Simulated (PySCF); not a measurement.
## Basis-set dependence of population analyses: `Oc1cccc(F)c1`

C₆H₅FO.
Bonds: O1–C2, C2–C3 (aromatic), C3–C4 (aromatic), C4–C5 (aromatic), C5–C6 (aromatic), C6–F7, C6–C8 (aromatic), C2–C8 (aromatic). Hydrogens: H9 on O1; H10 on C3; H11 on C4; H12 on C5; H13 on C8.

PBE0 throughout (PySCF), one geometry, spherical d and f functions. Geometry: PBE0-D3(BJ)/def2-SVP, one conformer, isolated molecule. The first 7 of 13 kinds of atom are listed.

Mulliken charges (e):

| basis | functions | O1 | C2 | C3 | C4 | C5 | C6 | F7 |
| --- | --- | --- | --- | --- | --- | --- | --- | --- |
| STO-3G | 45 | -0.248 | +0.100 | -0.114 | -0.078 | -0.127 | +0.107 | -0.070 |
| pcSseg-0 | 82 | -0.642 | +0.190 | -0.175 | -0.254 | -0.210 | +0.253 | -0.361 |
| 6-31G | 82 | -0.633 | +0.258 | -0.143 | -0.181 | -0.191 | +0.296 | -0.328 |
| 6-31G* | 122 | -0.659 | +0.384 | -0.214 | -0.167 | -0.267 | +0.440 | -0.325 |
| cc-pVDZ | 137 | -0.183 | +0.078 | -0.004 | +0.018 | -0.046 | +0.157 | -0.167 |
| def2-SVP | 137 | -0.208 | +0.149 | -0.042 | -0.018 | -0.088 | +0.273 | -0.207 |
| pcSseg-1 | 161 | -0.368 | +0.191 | -0.106 | -0.072 | -0.165 | +0.321 | -0.275 |
| aug-cc-pVDZ | 229 | -0.705 | +0.899 | +0.512 | +0.848 | +0.470 | +0.404 | -0.621 |
| 6-311+G(2d,p) | 246 | -0.417 | +0.168 | -0.052 | -0.086 | -0.066 | +0.005 | -0.318 |
| def2-TZVP | 278 | -0.379 | +0.269 | -0.205 | -0.089 | -0.217 | +0.251 | -0.187 |
| cc-pVTZ | 310 | -0.263 | +0.202 | -0.150 | -0.109 | -0.214 | +0.264 | -0.160 |
| IGLO-III | 330 | -0.383 | +0.275 | -0.166 | -0.076 | -0.167 | +0.269 | -0.238 |

IAO charges (e):

| basis | functions | O1 | C2 | C3 | C4 | C5 | C6 | F7 |
| --- | --- | --- | --- | --- | --- | --- | --- | --- |
| STO-3G | 45 | -0.271 | +0.114 | -0.183 | -0.127 | -0.200 | +0.152 | -0.082 |
| pcSseg-0 | 82 | -0.427 | +0.196 | -0.198 | -0.130 | -0.219 | +0.272 | -0.234 |
| 6-31G | 82 | -0.452 | +0.203 | -0.195 | -0.131 | -0.216 | +0.279 | -0.249 |
| 6-31G* | 122 | -0.461 | +0.230 | -0.203 | -0.123 | -0.220 | +0.310 | -0.257 |
| cc-pVDZ | 137 | -0.458 | +0.232 | -0.207 | -0.126 | -0.225 | +0.311 | -0.257 |
| def2-SVP | 137 | -0.454 | +0.228 | -0.203 | -0.122 | -0.221 | +0.308 | -0.257 |
| pcSseg-1 | 161 | -0.464 | +0.228 | -0.205 | -0.127 | -0.223 | +0.309 | -0.263 |
| aug-cc-pVDZ | 229 | -0.481 | +0.233 | -0.208 | -0.129 | -0.224 | +0.314 | -0.270 |
| 6-311+G(2d,p) | 246 | -0.481 | +0.234 | -0.207 | -0.129 | -0.223 | +0.314 | -0.271 |
| def2-TZVP | 278 | -0.479 | +0.237 | -0.208 | -0.128 | -0.225 | +0.318 | -0.270 |
| cc-pVTZ | 310 | -0.477 | +0.236 | -0.210 | -0.128 | -0.226 | +0.318 | -0.268 |
| IGLO-III | 330 | -0.482 | +0.235 | -0.209 | -0.130 | -0.225 | +0.316 | -0.271 |

Hirshfeld charges (e):

```csv
basis,functions,O1,C2,C3,C4,C5,C6,F7
STO-3G,45,-0.123,+0.074,-0.064,-0.021,-0.073,+0.073,-0.027
pcSseg-0,82,-0.180,+0.081,-0.073,-0.035,-0.083,+0.088,-0.080
6-31G,82,-0.190,+0.080,-0.070,-0.036,-0.081,+0.086,-0.090
6-31G*,122,-0.182,+0.078,-0.075,-0.038,-0.083,+0.086,-0.080
cc-pVDZ,137,-0.166,+0.076,-0.079,-0.039,-0.086,+0.082,-0.068
def2-SVP,137,-0.173,+0.081,-0.079,-0.039,-0.086,+0.088,-0.076
pcSseg-1,161,-0.177,+0.080,-0.078,-0.040,-0.086,+0.087,-0.079
aug-cc-pVDZ,229,-0.178,+0.076,-0.079,-0.043,-0.087,+0.085,-0.083
"6-311+G(2d,p)",246,-0.180,+0.072,-0.078,-0.042,-0.085,+0.083,-0.085
def2-TZVP,278,-0.180,+0.076,-0.079,-0.042,-0.086,+0.085,-0.082
cc-pVTZ,310,-0.177,+0.078,-0.079,-0.041,-0.086,+0.086,-0.079
IGLO-III,330,-0.180,+0.076,-0.079,-0.042,-0.086,+0.086,-0.083
```

Task: Which scheme is steadiest as the basis changes?

Result: Largest range over the bases for any column: Hirshfeld 0.07 e, IAO 0.21 e, Mulliken 1.10 e. Hirshfeld charges move least and Mulliken charges most, counted in e. Without the minimal STO-3G basis the ranges are Hirshfeld 0.02, IAO 0.06, Mulliken 1.10 e.

Task: How much do the charges still move between the two largest bases, cc-pVTZ and IGLO-III?

Result: At most, over all atoms: Mulliken 0.120 e, IAO 0.005 e, Hirshfeld 0.005 e.

Task: What do the same runs give for the total energy, the frontier levels and the dipole moment?

Result: 
| basis | energy (Eh) | HOMO (eV) | LUMO (eV) | μ (D) |
| --- | --- | --- | --- | --- |
| STO-3G | -400.9833 | -4.04 | 2.96 | 1.22 |
| pcSseg-0 | -405.3290 | -6.85 | -0.35 | 0.83 |
| 6-31G | -406.1513 | -6.56 | -0.01 | 0.76 |
| 6-31G* | -406.2498 | -6.39 | 0.09 | 0.87 |
| cc-pVDZ | -406.2907 | -6.51 | -0.11 | 1.00 |
| def2-SVP | -405.9655 | -6.63 | -0.22 | 0.97 |
| pcSseg-1 | -406.2188 | -6.75 | -0.38 | 0.89 |
| aug-cc-pVDZ | -406.3175 | -6.72 | -0.46 | 0.86 |
| 6-311+G(2d,p) | -406.3834 | -6.72 | -0.46 | 0.88 |
| def2-TZVP | -406.4203 | -6.69 | -0.37 | 0.91 |
| cc-pVTZ | -406.4058 | -6.65 | -0.30 | 0.92 |
| IGLO-III | -406.4272 | -6.72 | -0.44 | 0.88 |

The dipole is fixed by the density alone, so its range of 0.46 D shows that the density itself changes with the basis, not only its division among atoms.
